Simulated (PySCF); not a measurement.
# Working with the constants of KBr

RHF-CCSD(T) constants of KBr, ¹Σ⁺ (singlet), closed shell (PySCF, no relativity, basis sets K def2-TZVPP, Br def2-TZVPP; masses 38.9637 and 78.9183 u):

| Property | Result |
| --- | --- |
| ωe | 215.7 cm⁻¹ |
| ωexe | 0.748 cm⁻¹ |
| Be | 0.078057 cm⁻¹ |
| αe | 0.000385 cm⁻¹ |
| D (centrifugal) | 4.09e-08 cm⁻¹ |
| De to K + Br | 3.82 eV |

Problem. Estimate the standard entropy (1 bar) and heat capacity of the ideal gas at 500 K, rigid rotor with B0 and harmonic oscillator at the fundamental.

Solution. Translation (Sackur–Tetrode, M = 117.88 u): 179.1 J/(mol K). Rotation: q = kT/(σB0) = 4460 with σ = 1, 78.2. Vibration: x = hcν0/kT = 0.616, 12.47. S° = 269.7 J/(mol K); Cp = 7R/2 + 8.06 = 37.2 J/(mol K).

Correlated steps freeze 14 core orbitals. Where the molecule has an RHF reference, its open-shell atoms are computed with UHF.
